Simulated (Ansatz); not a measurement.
Species: C₆H₁₂N, net charge 0, doublet state. It need not be the lowest isomer of its formula. 
Structure (B3LYP-D3(BJ)/def2-TZVP (Ansatz, an electronic-structure program) minimum search):
```xyz
19

C     -1.9332     0.1086    -0.0821
C     -1.2374    -1.1913     0.1215
C      0.1724    -1.1830     0.5980
C      1.0342    -0.1577    -0.1520
C      0.3441     1.2043    -0.1686
C     -1.0400     1.1255    -0.8107
N      2.3374    -0.0457     0.5059
H     -2.2063     0.5396     0.8973
H     -2.8732    -0.0322    -0.6201
H     -1.8072    -2.1111     0.1436
H      0.6180    -2.1787     0.5176
H      0.2192    -0.9109     1.6661
H      1.1198    -0.4993    -1.1958
H      0.2644     1.5623     0.8632
H      0.9689     1.9246    -0.7058
H     -0.9378     0.8252    -1.8581
H     -1.5147     2.1093    -0.8074
H      2.9371     0.5974     0.0009
H      2.8093    -0.9433     0.5196
```
Charge 0, spin multiplicity 2.

Basis-set convergence of Hartree-Fock and CCSD(T) correlation energies (hartree) with Ansatz. Cores are frozen in the correlated levels unless marked. Open shells are spin-unrestricted. Spin-orbit coupling is left out. No relativistic terms.

```
basis    functions       E(HF)  E(corr, CCSD(T))
-------  ---------  ----------  ----------------
cc-pVDZ        158  -288.62691          -1.10648
cc-pVTZ        378         ___               ___
```

Question: Some entries are withheld; supply them.

Answer: 
- cc-pVTZ, E(HF): -288.70490
- cc-pVTZ, E(corr, CCSD(T)): -1.33182
